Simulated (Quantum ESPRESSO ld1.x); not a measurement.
Results of a calculation; reference values are marked as such.
All-electron atom: Pm IV in [Xe] 4f4 (the NIST ground configuration). Level of theory: Dirac Kohn-Sham, relativistic LDA (MacDonald-Vosko exchange, VWN5 correlation), spin-unpolarised, spherical densities, point nucleus; open shells are shared between the two j in proportion to 2j + 1 (ld1.x of Quantum ESPRESSO 7.5).

Unscreened Slater integrals over Kohn-Sham orbitals (cm^-1). Large and small components are both included. Empty in this configuration: 5f5/2, 5f7/2, 6p1/2, 6p3/2, 6s1/2.

\begin{tabular}{lr}
integral & value \\ \hline
F0(5f7/2,5f7/2) & 42575 \\
F2(5f7/2,5f7/2) & 22469 \\
F4(5f7/2,5f7/2) & 14867 \\
F6(5f7/2,5f7/2) & 10953 \\
F0(5f7/2,5f5/2) & 42650 \\
F2(5f7/2,5f5/2) & 22510 \\
F4(5f7/2,5f5/2) & 14891 \\
G2(5f7/2,5f5/2) & 22508 \\
G4(5f7/2,5f5/2) & 14890 \\
G6(5f7/2,5f5/2) & 10969 \\
F0(5f7/2,6p3/2) & 46477 \\
F2(5f7/2,6p3/2) & 24283 \\
G2(5f7/2,6p3/2) & 22384 \\
G4(5f7/2,6p3/2) & 15490 \\
F0(5f7/2,6p1/2) & 47157 \\
G4(5f7/2,6p1/2) & 15437 \\
F0(5f7/2,6s1/2) & 49263 \\
G3(5f7/2,6s1/2) & 17059 \\
F0(5f5/2,5f5/2) & 42726 \\
F2(5f5/2,5f5/2) & 22552 \\
F4(5f5/2,5f5/2) & 14916 \\
F0(5f5/2,6p3/2) & 46577 \\
F2(5f5/2,6p3/2) & 24361 \\
G2(5f5/2,6p3/2) & 22450 \\
G4(5f5/2,6p3/2) & 15542 \\
F0(5f5/2,6p1/2) & 47263 \\
G2(5f5/2,6p1/2) & 22498 \\
F0(5f5/2,6s1/2) & 49391 \\
G3(5f5/2,6s1/2) & 17186 \\
F0(6p3/2,6p3/2) & 51835 \\
F2(6p3/2,6p3/2) & 28292 \\
F0(6p3/2,6p1/2) & 52805 \\
G2(6p3/2,6p1/2) & 28618 \\
F0(6p3/2,6s1/2) & 55862 \\
G1(6p3/2,6s1/2) & 34802 \\
F0(6p1/2,6p1/2) & 53861 \\
F0(6p1/2,6s1/2) & 57212 \\
G1(6p1/2,6s1/2) & 37744 \\
F0(6s1/2,6s1/2) & 61623 \\
\end{tabular}
